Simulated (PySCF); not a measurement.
From one molecule to another.

First species: C₈H₁₃N.
Z-matrix (Å and degrees, GFN2-xTB geometry), rows numbered from 1:
```
C 
C   1  1.5226
C   2  1.5340  1  111.97
C   3  1.4938  2  111.87  1    65.75
C   4  1.4128  3  126.38  2    74.62
C   5  1.3678  4  107.37  3  -178.76
N   6  1.3578  5  108.68  4     0.39
C   7  1.4342  6  125.82  5  -177.32
C   7  1.3606  6  108.54  5    -0.40
H   1  1.0877  2  110.64  3  -177.90
H   1  1.0881  2  110.50  3    62.03
H   1  1.0874  2  110.19  3   -57.79
H   2  1.0927  1  109.48  3  -121.14
H   2  1.0918  1  109.38  3   120.77
H   3  1.0924  2  109.30  1   -55.62
H   3  1.0934  2  108.74  1  -173.50
H   5  1.0725  4  126.30  3     1.31
H   6  1.0729  5  130.21  4  -179.82
H   8  1.0907  7  110.10  6  -144.43
H   8  1.0949  7  111.12  6    95.37
H   8  1.0896  7  109.67  6   -24.63
H   9  1.0729  4  129.83  3    -1.51
```

Second species: C8H13N.
SMILES: `C=N[C@@H]1CC=C(CC)C1`

Levels: PBE0/pcSseg-1 for HOMO energy, LUMO energy and HOMO–LUMO gap. Geometries: GFN2-xTB. All species are isolated and taken at one optimised geometry, non-relativistic unless stated. Electronic properties by PySCF.

Dipoles, sizes and rotational constants follow the conformer. The torsions of the flexible species, by atom-mapped SMILES:
- `[CH3:1][CH2:2][CH2:3][c:4]1[cH:5][cH:6][n:7]([CH3:8])[cH:9]1`: C1–C2–C3–C4 66°, C2–C3–C4–C5 75°

The conformers of `C=N[C@@H]1CC=C(CC)C1` aren't listed.

Values for the first species:

| Item | Value |
| --- | --- |
| HOMO energy | -5.89 eV |
| LUMO energy | 1.06 eV |
| HOMO–LUMO gap | 6.95 eV |

(1) Estimate the same properties for the second species, and the change in each.

Answers

(1) 
```csv
property,first,second,second less first
HOMO energy,-5.89 eV,-6.66 eV,-0.77 eV
LUMO energy,1.06 eV,-0.09 eV,-1.15 eV
HOMO–LUMO gap,6.95 eV,6.57 eV,-0.38 eV
```

